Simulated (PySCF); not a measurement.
Gas-phase reaction: 3 GeHCl3 + GeCl3 → GeH3 + 3 GeCl4

Energies from PySCF, thermal terms from the rigid-rotor harmonic-oscillator model, ideal gas at 1 bar. † marks an energy on the PBE0/def2-TZVP geometry and frequencies; other levels use their own. MP2 and CCSD(T) freeze the core. Open shells (unrestricted): GeCl3 (multiplicity 2), GeH3 (multiplicity 2); the rest are closed-shell singlets. Ge: all electrons, no relativistic terms. GeCl3, GeH3: computed as isolated molecules; such fragments, hydroxides, amides, oligomers or adducts are transient or little studied in the gas. MP2 isn't extrapolated to the basis-set limit. CCSD(T) isn't extrapolated to the basis-set limit.

| level | ΔH°(298 K), kJ |
|---|---|
| BLYP/def2-TZVP† | 77 |
| CCSD(T)/def2-SVP† | 18 |
| M06-2X/def2-TZVP† | 46 |
| MP2/def2-TZVPP† | 25 |
| PBE/def2-SVP | ___ |
| PBE0/def2-QZVP† | ___ |
| PBE0/def2-SVP† | 46 |
| PBE0/def2-TZVP | ___ |
| r2SCAN/def2-TZVP† | 49 |
| LDA/def2-TZVP† | 55 |
| ωB97X-V/def2-TZVP† | ___ |

Problem. Fill in the missing entries.

Solution. 
- PBE/def2-SVP, ΔH°(298 K), kJ: 56
- PBE0/def2-QZVP†, ΔH°(298 K), kJ: 54
- PBE0/def2-TZVP, ΔH°(298 K), kJ: 53
- ωB97X-V/def2-TZVP†, ΔH°(298 K), kJ: 43
